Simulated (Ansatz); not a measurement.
Vertical ionisation energy (eV) of eight boron compounds: PBE beside CAM-B3LYP, computed with Ansatz (a first-principles code) for isolated molecules in the bases named; differences from unrounded values. The eight are the first of their class met in an unordered collection, after screening for sound electronic states; none was chosen by its value. Functionals give these values as differences of separate SCF runs (ΔSCF), EOM-CCSD as a root; each molecule has one DFT geometry for both levels.

| molecule | basis | CAM-B3LYP |
|---|---|---|
| C₂H₄BN₃, SMILES B1(N=CC=N1)N | def2-TZVPD | 9.93 |
| C3H6BNO, SMILES NB(O)C#CC | def2-TZVPD | 9.59 |
| C3H8BNO, SMILES CNB1COC1 | def2-SVPD | 9.23 |
| prop-2-enylboronamidic acid (C3H8BNO), SMILES C=CCB(N)O | def2-SVPD | 9.29 |
| C4H8BN, SMILES B1(N)CC=CC1 | def2-SVPD | 8.80 |
| C2H5BO3, SMILES OB1COCO1 | def2-TZVPD | 10.13 |
| C2H7BO, SMILES CBOC | def2-SVPD | 10.88 |
| B(OH)2(SMe) (CH5BO2S), SMILES CSB(O)O | def2-SVPD | 9.12 |

Problem. Estimate the PBE values and say how PBE differs from CAM-B3LYP over the set. (Estimate from the structure and the level; the computed values follow.)

Solution. 
```csv
molecule,PBE,difference
"C₂H₄BN₃, SMILES B1(N=CC=N1)N",9.38,-0.55
"C3H6BNO, SMILES NB(O)C#CC",9.04,-0.55
"C3H8BNO, SMILES CNB1COC1",8.56,-0.68
"prop-2-enylboronamidic acid (C3H8BNO), SMILES C=CCB(N)O",8.89,-0.40
"C4H8BN, SMILES B1(N)CC=CC1",8.50,-0.30
"C2H5BO3, SMILES OB1COCO1",9.54,-0.59
"C2H7BO, SMILES CBOC",10.28,-0.59
"B(OH)2(SMe) (CH5BO2S), SMILES CSB(O)O",8.94,-0.18
```
PBE lies below CAM-B3LYP in 8 and above it in 0 of the eight; the mean signed difference is -0.48 and the largest -0.68 eV.
